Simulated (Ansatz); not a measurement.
Ideal-gas functions of `[F][GeH2][S][GeH3]` at 600 K and 1 bar, from an Ansatz frequency run at PBE0-D4/def2-TZVP.

Molar mass 201.32 g/mol, point group C1 (symmetry number 1), electronic degeneracy 1, moments of inertia 120.423, 504.594, 574.931 u Å². Harmonic wavenumbers (cm⁻¹, unscaled): 32, 71, 99, 195, 386, 427, 520, 570, 587, 657, 686, 785, 832, 853, 866, 877, 2156, 2171, 2177, 2181, 2192.

Use S(trans) = R[1.5 ln M + 2.5 ln T − 1.1517]; rotational temperatures θ = 24.2544 K / I; S(rot) = R[ln(√π/σ · √(T³/θAθBθC)) + 1.5]; for each mode x = 1.438777 ν̃/T, S = R[x/(eˣ − 1) − ln(1 − e⁻ˣ)] and H = RT x/(eˣ − 1); 1 cm⁻¹ = 0.0119627 kJ/mol; R = 8.31446 J/(mol·K).

**Question.** By hand: the entropy, in J/(mol·K).

**Answer.** Translation 189.6. Rotation: θ = 0.2014, 0.0481, 0.0422 K, giving 129.4. Vibration, mode by mode: 29.66, 23.04, 20.29, 14.71, 9.25, 8.47, 7.00, 6.33, 6.13, 5.34, 5.05, 4.18, 3.83, 3.68, 3.59, 3.51, 0.29, 0.28, 0.28, 0.28, 0.27, in all 155.5. Electronic 0.0. Sum 474.5 J/(mol·K).

**Question.** By hand: H − E and G − E in kJ/mol, counted from the electronic energy.

**Answer.** Zero-point energy ½ × 19320 × 0.0119627 = 115.6; thermal vibration 43.2; translation, rotation and pV give 4 RT = 20.0. H − E = 178.8 kJ/mol, and G − E = 178.8 − 600 × 474.5/1000 = -105.9 kJ/mol.

Vibration gives 33 % of the entropy, 73.0 J/(mol·K) of it from the modes under 150 cm⁻¹: soft modes count most, and the harmonic formula is weakest for them. The sum counts one conformer and one mirror image; others add a mixing term.
